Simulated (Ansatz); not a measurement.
Program: Ansatz 0.2.0.

Basis-set series for F3GeH3OSi, SMILES `[F][Ge]([F])([F])[O][SiH3]`. The species carries charge 0 and has multiplicity 1. The geometry is a stationary point of PBE0-D4/def2-TZVP. It is one conformer, not always the lowest.

```json
{"functional": "PBE0-D4", "basis": "def2-SVP", "functions": "121", "energy (Eh)": "-2741.82359", "HOMO (eV)": "-9.62", "LUMO (eV)": "-1.18"}
{"functional": "PBE0-D4", "basis": "def2-TZVPP", "functions": "256", "energy (Eh)": "-2742.67074", "HOMO (eV)": "-9.66", "LUMO (eV)": "-1.38"}
{"functional": "ωB97M-V", "basis": "def2-SVP", "functions": "121", "energy (Eh)": "-2742.33643", "HOMO (eV)": "-11.87", "LUMO (eV)": "0.91"}
{"functional": "ωB97M-V", "basis": "def2-TZVPP", "functions": "256", "energy (Eh)": "-2743.19214", "HOMO (eV)": "-11.96", "LUMO (eV)": "0.58"}
```

Task: Give the rows for def2-QZVPP. (An estimate is asked.)

Result: The calculation gave: 
```tsv
functional	basis	functions	energy (Eh)	HOMO (eV)	LUMO (eV)
PBE0-D4	def2-QZVPP	477	-2742.74889	-9.68	-1.50
ωB97M-V	def2-QZVPP	477	-2743.26619	-11.98	0.34
```

Positive LUMOs are unbound and depend on the basis. Scalar relativity is left out up to krypton.
